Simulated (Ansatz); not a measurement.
**Worked example: C3H8O + CH5BO2 → C2H6O2 + C2H7BO**

Species: C3H8O (methoxyethane) `CCOC`, singlet; CH5BO2 `COBO`, singlet; C2H6O2 `COCO`, singlet; C2H7BO `CBOC`, singlet. The partners trade CH3 for OH: C–CH3 and B–OH bonds give way to C–OH and B–CH3.

Shapes, held fixed at every level: PBE0-D4/def2-TZVP. Flexible molecules stand in one conformer, not always the lowest. Programs: Ansatz 0.2.0. Electronic energies: no zero-point or thermal term.

At CCSD(T)/CBS estimate; 1 Eh = 2625.50 kJ/mol:

| species | energy (Eh) |
| --- | --- |
| C3H8O | -194.128618 |
| CH5BO2 | -216.292551 |
| C2H6O2 | -230.040258 |
| C2H7BO | -180.326254 |

Problem. Work out ΔE of the reaction at this level.

Solution. 
1. Products less reactants: (-230.040258) + (-180.326254) − [(-194.128618) + (-216.292551)] = 0.054657 Eh = +143.5 kJ/mol.

Other levels give +138.6 (wB97X-V/def2-TZVPP) to +148.5 kJ/mol (HF/def2-TZVPP). No measured value is set beside it here. The CBS estimate extrapolates MP2 from def2-TZVPP and def2-QZVPP and adds CCSD(T) − MP2 in the triple-zeta set, cores frozen.
